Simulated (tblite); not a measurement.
Task: Give a GFN2-xTB geometry of `C[C@H](C1CCCC=1)[O]` [radical]. (Doublet state.)

Result: 
```xyz
19
C7H11O angstrom
C     -2.5779   -0.5608    0.0826
C     -1.6210    0.5957   -0.3227
O     -1.9435    1.7697    0.1701
C     -0.1663    0.2112   -0.1882
C      0.4348   -0.9061   -0.6031
C      1.8743   -0.9544   -0.2087
C      2.1551    0.4356    0.3941
C      0.7869    1.1262    0.5139
H     -3.6052   -0.2458   -0.0762
H     -2.3744   -1.4591   -0.4912
H     -2.4368   -0.7659    1.1406
H     -1.7518    0.6725   -1.4373
H     -0.0241   -1.7193   -1.1391
H      2.5096   -1.1686   -1.0711
H      2.0427   -1.7552    0.5172
H      2.8121    1.0048   -0.2628
H      2.6455    0.3568    1.3628
H      0.4621    1.2532    1.5495
H      0.7682    2.1187    0.0621
```

Orientation and origin are arbitrary. Atoms count from 1 in this order. C4 (carbon bonded to 3 C) is planar (angles 128.2°, 120.0° and 111.8°, sum 360.0°, 0.01 Å off the plane of its three neighbours). C5 (carbon bonded to 2 C and H) is planar (angles 126.5°, 121.2° and 112.3°, sum 360.0°, 0.01 Å off the plane of its three neighbours). Of the pairs four or more bonds apart, C5···H10 is among the closest relative to their van der Waals radii: 2.87 Å, 99 % of the sum of Bondi's values. The C–C distances run from 1.335 Å (C4=C5, drawn double) to 1.555 Å (C1–C2, drawn single), a spread of 0.220 Å.

Bonds between heavy atoms (Å): C1–C2 1.555, C2–O3 1.314, C2–C4 1.511, C4=C5 1.335, C5–C6 1.493, C6–C7 1.541, C7–C8 1.537, C4–C8 1.496.

Computed geometry: GFN2-xTB, gas phase. This method treats the open shell by occupation alone, without spin polarisation.

Point group: C1 (no symmetry element, even within 0.4 Å). Its lowest GFN2-xTB frequency is 18i cm⁻¹, too small to tell a flat minimum from a shallow saddle. Torsions: C1–C2–C4–C5 47°.

One conformer stands for the species.
